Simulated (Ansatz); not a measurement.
CH5ClNOY (`C[O][Y]([NH2])[Cl]`), relaxed with RKS PBE0-D4/def2-TZVP in Ansatz 0.2.0 from a GFN2-xTB geometry. The force threshold is 0.005 eV/Å; the program also tests the step.

Total charge 0; spin multiplicity 1. Y takes the def2 core potential.

Start:

```xyz
10

C     0.248    1.317   -0.756
O    -0.344    1.235    0.508
Y    -1.262   -0.372    1.025
N     0.327   -1.702    1.368
Cl   -2.017   -1.140   -1.106
H     0.905    0.448   -0.960
H     0.866    2.224   -0.781
H    -0.510    1.393   -1.553
H     1.171   -1.304    1.790
H     0.616   -2.099    0.465
```

```json
{"step": "1", "energy (eV)": "-18217.9047", "largest force (eV/Å)": "2.039", "largest move (Å)": "0.000"}
{"step": "2", "energy (eV)": "-18218.1897", "largest force (eV/Å)": "0.829", "largest move (Å)": "0.192"}
{"step": "3", "energy (eV)": "-18218.3055", "largest force (eV/Å)": "0.927", "largest move (Å)": "0.195"}
{"step": "4", "energy (eV)": "-18218.3837", "largest force (eV/Å)": "1.114", "largest move (Å)": "0.195"}
{"step": "5", "energy (eV)": "-18218.5091", "largest force (eV/Å)": "0.301", "largest move (Å)": "0.200"}
{"step": "6", "energy (eV)": "-18218.5921", "largest force (eV/Å)": "0.382", "largest move (Å)": "0.197"}
{"step": "7", "energy (eV)": "-18218.6577", "largest force (eV/Å)": "0.489", "largest move (Å)": "0.195"}
{"step": "8", "energy (eV)": "-18218.7122", "largest force (eV/Å)": "0.792", "largest move (Å)": "0.195"}
{"step": "9", "energy (eV)": "-18218.7842", "largest force (eV/Å)": "0.297", "largest move (Å)": "0.200"}
{"step": "10", "energy (eV)": "-18218.8264", "largest force (eV/Å)": "0.225", "largest move (Å)": "0.200"}
{"step": "11", "energy (eV)": "-18218.8457", "largest force (eV/Å)": "0.203", "largest move (Å)": "0.200"}
{"step": "12 (rejected)", "energy (eV)": "-18218.8365", "largest force (eV/Å)": "0.722", "largest move (Å)": "0.195"}
{"step": "13", "energy (eV)": "-18218.8556", "largest force (eV/Å)": "0.124", "largest move (Å)": "0.098"}
{"step": "14", "energy (eV)": "-18218.8576", "largest force (eV/Å)": "0.014", "largest move (Å)": "0.059"}
{"step": "15", "energy (eV)": "-18218.8576", "largest force (eV/Å)": "0.080", "largest move (Å)": "0.053"}
{"step": "16 (rejected)", "energy (eV)": "-18218.8576", "largest force (eV/Å)": "0.045", "largest move (Å)": "0.019"}
{"step": "17", "energy (eV)": "-18218.8581", "largest force (eV/Å)": "0.004", "largest move (Å)": "0.009"}
```

End:

```xyz
10

C     0.444    1.945   -1.022
O    -0.037    0.755   -0.491
Y    -0.866   -0.937    0.184
N     0.384   -2.059    1.491
Cl   -3.146   -1.788   -0.378
H     1.435    1.803   -1.470
H     0.538    2.712   -0.244
H    -0.225    2.336   -1.799
H     1.321   -1.826    1.795
H     0.151   -2.941    1.934
```

Run time 6.6 min (4 threads of a server CPU on a shared host); peak host memory 0.56 GiB.
